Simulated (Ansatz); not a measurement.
A relaxation, step by step

SiHSF3, singlet, PBE0-D4/def2-TZVP (Ansatz 0.2.0). Settings:

```yaml
hamiltonian: {xc: pbe0, dispersion: d4}
relax: {f_tol: 0.005, max_steps: 200}
```

Start, a step off a saddle point along its unstable mode:

```
6
angstrom
Si -0.0178 -0.4081 0.2856
F 0.3155 -1.7938 -0.4778
S 0.2029 0.6331 -1.5604
H 0.2034 1.8121 -0.9148
F -0.6972 -1.2182 1.5374
F -0.0068 0.9750 1.1299
```

```json
{"step": "1", "energy less the last (meV)": "2067.7", "largest force component (eV/Å)": "1.191"}
{"step": "2", "energy less the last (meV)": "1830.5", "largest force component (eV/Å)": "1.791"}
{"step": "3", "energy less the last (meV)": "1485.5", "largest force component (eV/Å)": "2.183"}
{"step": "4", "energy less the last (meV)": "975.6", "largest force component (eV/Å)": "1.725"}
{"step": "5", "energy less the last (meV)": "394.5", "largest force component (eV/Å)": "1.154"}
{"step": "6", "energy less the last (meV)": "64.8", "largest force component (eV/Å)": "0.635"}
{"step": "7", "energy less the last (meV)": "10.7", "largest force component (eV/Å)": "0.089"}
{"step": "8", "energy less the last (meV)": "4.0", "largest force component (eV/Å)": "0.091"}
{"step": "9", "energy less the last (meV)": "0.7", "largest force component (eV/Å)": "0.014"}
{"step": "10 (rejected trial)", "energy less the last (meV)": "22.4", "largest force component (eV/Å)": "0.678"}
{"step": "11", "energy less the last (meV)": "0.5", "largest force component (eV/Å)": "0.101"}
{"step": "12", "energy less the last (meV)": "0.0", "largest force component (eV/Å)": "0.005"}
{"step": "13", "energy less the last (meV)": "0.0", "largest force component (eV/Å)": "0.021"}
{"step": "14", "energy less the last (meV)": "0.0", "largest force component (eV/Å)": "0.016"}
{"step": "15", "energy less the last (meV)": "0.0", "largest force component (eV/Å)": "0.000"}
```

Step 4, positions (Å) and forces (eV/Å):

| atom | x | y | z | Fx | Fy | Fz |
| --- | --- | --- | --- | --- | --- | --- |
| Si1 | 0.051 | -0.406 | 0.300 | -1.725 | -0.181 | 1.508 |
| F2 | 0.584 | -1.803 | -0.291 | 0.639 | 0.820 | 0.837 |
| S3 | 0.088 | 0.605 | -1.523 | -0.416 | 0.728 | -0.043 |
| H4 | -0.069 | 1.895 | -1.073 | 0.049 | -0.814 | -0.028 |
| F5 | -1.126 | -1.072 | 1.240 | 1.059 | 1.105 | -1.395 |
| F6 | 0.472 | 0.781 | 1.346 | 0.394 | -1.659 | -0.877 |

Step 6, positions (Å) and forces (eV/Å):

```json
{"atom": "Si1", "x": "0.015", "y": "-0.402", "z": "0.261", "Fx": "0.159", "Fy": "-0.274", "Fz": "0.430"}
{"atom": "F2", "x": "0.846", "y": "-1.729", "z": "-0.017", "Fx": "-0.218", "Fy": "0.635", "Fz": "0.227"}
{"atom": "S3", "x": "-0.180", "y": "0.618", "z": "-1.554", "Fx": "-0.096", "Fy": "0.282", "Fz": "0.055"}
{"atom": "H4", "x": "-0.085", "y": "1.844", "z": "-0.974", "Fx": "-0.063", "Fy": "-0.403", "Fz": "-0.078"}
{"atom": "F5", "x": "-1.306", "y": "-0.902", "z": "0.979", "Fx": "0.251", "Fy": "0.225", "Fz": "-0.355"}
{"atom": "F6", "x": "0.710", "y": "0.571", "z": "1.305", "Fx": "-0.032", "Fy": "-0.465", "Fz": "-0.279"}
```

Step 12, positions (Å) and forces (eV/Å):

| atom | x | y | z | Fx | Fy | Fz |
| --- | --- | --- | --- | --- | --- | --- |
| Si1 | 0.102 | -0.375 | 0.270 | -0.002 | 0.002 | 0.002 |
| F2 | 0.801 | -1.760 | 0.018 | 0.003 | -0.005 | -0.001 |
| S3 | 0.063 | 0.656 | -1.547 | 0.002 | 0.003 | -0.005 |
| H4 | -0.526 | 1.729 | -0.989 | -0.002 | -0.002 | 0.001 |
| F5 | -1.334 | -0.642 | 0.857 | -0.001 | 0.002 | 0.001 |
| F6 | 0.895 | 0.393 | 1.391 | 0.001 | 0.000 | 0.002 |

Last step (15):

```tsv
atom	x (Å)	y (Å)	z (Å)
Si1	0.1048	-0.3740	0.2704
F2	0.7978	-1.7614	0.0178
S3	0.0738	0.6603	-1.5447
H4	-0.5433	1.7207	-0.9922
F5	-1.3339	-0.6316	0.8535
F6	0.9007	0.3859	1.3952
```

Hardware: 4 CPU threads of an Arm Neoverse V1, shared host. Wall time about 32 s.
